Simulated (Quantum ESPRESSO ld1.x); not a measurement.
Species: Ni21+. Configuration: [He] 2s2 2p3.

Method: scalar-relativistic Kohn-Sham, LDA (Slater exchange, VWN5 correlation), spin-polarised, spherical densities, point nucleus; open shells are filled with parallel spins first; computed with ld1.x of Quantum ESPRESSO 7.5.

Energy parts (eV):
part                     energy
total                 -31724.11
kinetic                32264.88
electron-nucleus      -67131.24
Hartree                 3999.17
exchange-correlation    -856.92

Orbitals (lengths in bohr, moments of r in powers of bohr; r(max) is where P^2 peaks):
| orbital | occ. | eigenvalue (eV) | r(max) | <r^2> |
|---|---|---|---|---|
| 1s up | 1 | -9330.025 | 0.035 | 0.003924 |
| 1s down | 1 | -9310.724 | 0.035 | 0.003910 |
| 2s up | 1 | -1939.952 | 0.198 | 0.06268 |
| 2s down | 1 | -1910.188 | 0.198 | 0.06353 |
| 2p up | 3 | -1838.248 | 0.157 | 0.04824 |
| 2p down | 0 | -1802.353 | 0.158 | 0.04914 |

The highest occupied level is 2p up at -1838.2 eV. Summed over all electrons, <r^2> = 0.2788 bohr^2, which gives a Langevin (diamagnetic) susceptibility term of -0.221 x 10^-6 cm^3/mol. The density falls to 0.001 e/bohr^3 at r = 0.76 bohr. For comparison, the ionisation energy in NIST's Atomic Spectra Database is 1880 eV (semi-empirical). In exact Kohn-Sham theory the highest level is minus the ionisation energy, but local and semilocal functionals leave it too shallow, through self-interaction and a potential that decays too fast; potentials with the right tail come closer. Spin moment in Bohr magnetons: 3.
